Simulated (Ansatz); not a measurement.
Mulliken charges of `NC1=C[SiH2]1` from ωB97M-V/def2-TZVPP in Ansatz (PBE0-D4/def2-TZVP geometry).

```json
{"atom": "N1", "x (Å)": "0.123", "y (Å)": "1.182", "z (Å)": "-1.198", "charge (e)": "-0.274"}
{"atom": "C2", "x (Å)": "0.089", "y (Å)": "0.195", "z (Å)": "-0.280", "charge (e)": "0.041"}
{"atom": "C3", "x (Å)": "0.772", "y (Å)": "-0.921", "z (Å)": "0.029", "charge (e)": "-0.284"}
{"atom": "Si4", "x (Å)": "-0.633", "y (Å)": "-0.701", "z (Å)": "1.118", "charge (e)": "0.222"}
{"atom": "H5", "x (Å)": "0.941", "y (Å)": "1.298", "z (Å)": "-1.773", "charge (e)": "0.130"}
{"atom": "H6", "x (Å)": "-0.441", "y (Å)": "1.999", "z (Å)": "-1.057", "charge (e)": "0.145"}
{"atom": "H7", "x (Å)": "1.646", "y (Å)": "-1.437", "z (Å)": "-0.345", "charge (e)": "0.113"}
{"atom": "H8", "x (Å)": "-0.510", "y (Å)": "-0.191", "z (Å)": "2.509", "charge (e)": "-0.047"}
{"atom": "H9", "x (Å)": "-1.898", "y (Å)": "-1.471", "z (Å)": "0.980", "charge (e)": "-0.046"}
```

By hand: the dipole of these point charges (1 e Å = 4.8032 D).

Σ q r = (-0.034, 0.163, -0.029) e Å, of length 0.169 e Å = 0.81 D.

How does the dipole of the full density compare? (Best estimate.)

Computed: (0.085, 0.354, -0.205) e Å, 2.01 D; the point charges give 0.40 times that, at 31° from its direction.

Point charges leave out the atoms' own dipoles, such as those of lone pairs, and Mulliken's split depends on the basis, so the two needn't agree.
